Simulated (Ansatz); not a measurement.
Species: trifluoro(hydroxy)silane, sum formula HSiOF₃ (charge 0, singlet). SMILES: F[Si](O)(F)F
Coordinates optimised at B3LYP-D3(BJ)/def2-TZVP (Ansatz, a program for electronic structure):
```
Si
F 1 1.5705
F 1 1.5778 2 108.73
F 1 1.5778 2 108.77 3 115.93
O 1 1.6083 2 107.63 3 -122.04
H 5 0.9599 1 121.09 2 -179.33
```
Charge 0, spin multiplicity 1.

Quantity: vertical triplet-singlet gap (E(triplet) - E(singlet); each state is the SCF solution reached for its spin), in kcal/mol. Correlated levels leave the core frozen unless marked. Open shells are spin-unrestricted. Spin-orbit coupling is left out. No relativistic terms. CBS marks a two-point X^-3 extrapolation of the correlation energy; Hartree-Fock from the larger set. The bracket is a focal-point correction in the basis named.

| level | program | vertical triplet-singlet gap (kcal/mol) |
|---|---|---|
| HF/aug-cc-pV(D+d)Z | Ansatz | 176.0 |
| HF/aug-cc-pV(T+d)Z | Ansatz | 174.6 |
| SVWN5/def2-TZVPD | Ansatz | 185.5 |
| r2SCAN/def2-TZVPD | Ansatz | 187.8 |
| B3LYP/def2-TZVPD | Ansatz | 190.2 |
| PBE0/def2-TZVPD | Ansatz | 190.6 |
| BHLYP/def2-TZVPD | Ansatz | 192.1 |
| CAM-B3LYP/def2-TZVPD | Ansatz | 194.7 |
| wB97X-V/def2-TZVPD | Ansatz | 199.3 |
| B2PLYP/def2-TZVPD | Ansatz | 196.2 |
| MP2/aug-cc-pV(D+d)Z | Ansatz | 204.0 |
| MP2/aug-cc-pV(T+d)Z | Ansatz | 205.9 |
| RI-MP2/aug-cc-pV(T+d)Z | Ansatz | 205.9 |
| SCS-MP2/aug-cc-pV(D+d)Z | Ansatz | 203.6 |
| SCS-MP2/aug-cc-pV(T+d)Z | Ansatz | 205.6 |
| CCSD/aug-cc-pV(D+d)Z | Ansatz | 196.9 |
| CCSD/aug-cc-pV(T+d)Z | Ansatz | 198.0 |
| CCSD(T)/aug-cc-pV(D+d)Z | Ansatz | 196.9 |
| CCSD(T)/aug-cc-pV(T+d)Z | Ansatz | 198.6 |
| RI-MP2/CBS(aug-cc-pV(T+d)Z,aug-cc-pV(Q+d)Z)+[CCSD(T)-MP2]/aug-cc-pV(D+d)Z | Ansatz | 201.3 |
| RI-MP2/CBS(aug-cc-pV(T+d)Z,aug-cc-pV(Q+d)Z)+[CCSD(T)-MP2]/aug-cc-pV(T+d)Z | Ansatz | 201.1 |
